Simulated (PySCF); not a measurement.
**Structure revision by computed shifts**

A compound C$_{6}$H$_{10}$O$_{2}$Si gives the data below (simulated from a calculation) and was assigned the structure `COc1ccc([SiH2]C)o1`.

13C{1H} NMR (computed): δ 164.9 (CH), 152.1 (CH), 139.1 (CH), 134.4 (C), 128.9 (CH2), 14.7 (CH3).

1H NMR (400 MHz, computed): δ 8.15 (s, 1H), 7.09 (m, 1H), 7.05 (m, 1H), 5.72 (m, 1H), 5.70 (m, 1H), 5.27 (s, 2H), 1.90 (s, 3H).

PySCF 2.14 calculation with geometry: GFN2-xTB and PBE0/pcSseg-1 with gauge-including orbitals; isolated molecule, rapidly exchanging positions averaged, a single conformation, non-relativistic.

Shifts are taken against calculated references (same method and geometry level): 1H, 13C against TMS.

Question: Compare with the shifts computed for the proposed structure, pairing carbons in order of shift.

Answer: Mapped SMILES: `[CH3:1][O:2][c:3]1[cH:4][cH:5][c:6]([SiH2:7][CH3:8])[o:9]1`. Hydrogens are named by the atom that carries them.

| atom | computed for proposal | given list | difference |
| --- | --- | --- | --- |
| C3 | 173.3 | 164.9 | +8.4 |
| C6 | 142.9 | 152.1 | -9.2 |
| C5 | 131.8 | 139.1 | -7.3 |
| C4 | 89.6 | 134.4 | -44.8 |
| C1 | 56.2 | 128.9 | -72.7 |
| C8 | -9.0 | 14.7 | -23.7 |

The rms difference is 36.6 ppm and the largest -72.7 ppm at C1 (methyl carbon bonded to O). The carbon types in order of shift don't match either: C, C, CH, CH, CH3, CH3 for the proposal against CH, CH, CH, C, CH2, CH3 in the data. The proposal doesn't fit.

Question: Which isomer fits?

Answer: `InChI=1S/C6H10O2Si/c1-3-4-6(2)9-8-5-7/h3-5H,1,9H2,2H3/b6-4+`.

Carbon types of the structure: 1 × C, 3 × CH, 1 × CH2, 1 × CH3, leaving 2 H on heteroatoms. δC 164.9: carbonyl carbon. δC 152.1, 139.1: alkene CH; an sp2 carbon of a C=C bond. δC 134.4: fully substituted alkene carbon; an sp2 carbon of a C=C bond. δC 128.9: terminal =CH2 carbon; an sp2 carbon of a C=C bond.

Other isomers checked: C=C(C=O)[C@@H]1[SiH2][C@@H]1OC (rms 41.4 ppm).

This is the structure that produced the data.

Shifts are as computed. Against solution values, carbons near 30 ppm lie about +3 ppm off and those near 130 ppm about +5 ppm. Of 1211 compounds with measured shifts, 218 miss one by over three times the rms of a fit or turn the order of signals round; such compounds aren't used in these exercises. No couplings were computed; multiplicities are counted from neighbouring protons, with m where these are inequivalent, close in shift, in a saturated or five-membered ring or joined by F or P, and br s for small geminal =CH2 splittings.
